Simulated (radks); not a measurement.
Dispersion coefficients C6 (hartree bohr^6) between ground-configuration atoms and ions, from the Casimir-Polder integral (3/pi) of alpha_A(iw) alpha_B(iw). Method: non-relativistic Kohn-Sham, LDA (Slater exchange, Perdew-Wang correlation), spin-polarised, spherical densities, point nucleus; open shells are filled with parallel spins first; computed with a radial shooting solver on a logarithmic mesh with Libxc functionals. Response by self-consistent Sternheimer equations with the Hartree and adiabatic LDA kernel. For heavy and open-shell atoms this level of theory can miss by tens of per cent.

\begin{tabular}{lrrrrrrrrr}
C6 & Ni & Cu+ & Zn2+ & Ga3+ & Ge4+ & As5+ & Se6+ & Br7+ & Kr8+ \\ \hline
Ni & 366.9 &  &  &  &  &  &  &  &  \\
Cu+ & 89.68 & 26.76 &  &  &  &  &  &  &  \\
Zn2+ & 41.01 & 13.91 & 7.784 &  &  &  &  &  &  \\
Ga3+ & 22.79 & 8.383 & 4.925 & 3.226 &  &  &  &  &  \\
Ge4+ & 14.26 & 5.541 & 3.366 & 2.262 & 1.618 &  &  &  &  \\
As5+ & 9.657 & 3.898 & 2.426 & 1.663 & 1.208 & 0.9136 &  &  &  \\
Se6+ & 6.906 & 2.868 & 1.818 & 1.265 & 0.9308 & 0.7114 & 0.5590 &  &  \\
Br7+ & 5.141 & 2.182 & 1.403 & 0.9881 & 0.7347 & 0.5666 & 0.4487 & 0.3625 &  \\
Kr8+ & 3.946 & 1.704 & 1.108 & 0.7882 & 0.5912 & 0.4594 & 0.3662 & 0.2976 & 0.2457 \\
\end{tabular}

Static polarisabilities (bohr^3): Ni ([Ar] 3d8 4s2) 46.26, Cu+ ([Ar] 3d10) 7.894, Zn2+ ([Ar] 3d10) 2.897, Ga3+ ([Ar] 3d10) 1.444, Ge4+ ([Ar] 3d10) 0.8475, As5+ ([Ar] 3d10) 0.5498, Se6+ ([Ar] 3d10) 0.3815, Br7+ ([Ar] 3d10) 0.2777, Kr8+ ([Ar] 3d10) 0.2094. The combination rule 2 Ca Cb / ((alpha_b/alpha_a) Ca + (alpha_a/alpha_b) Cb) gives 0.4521 for Kr8+-As5+, against 0.4594 from the integral.
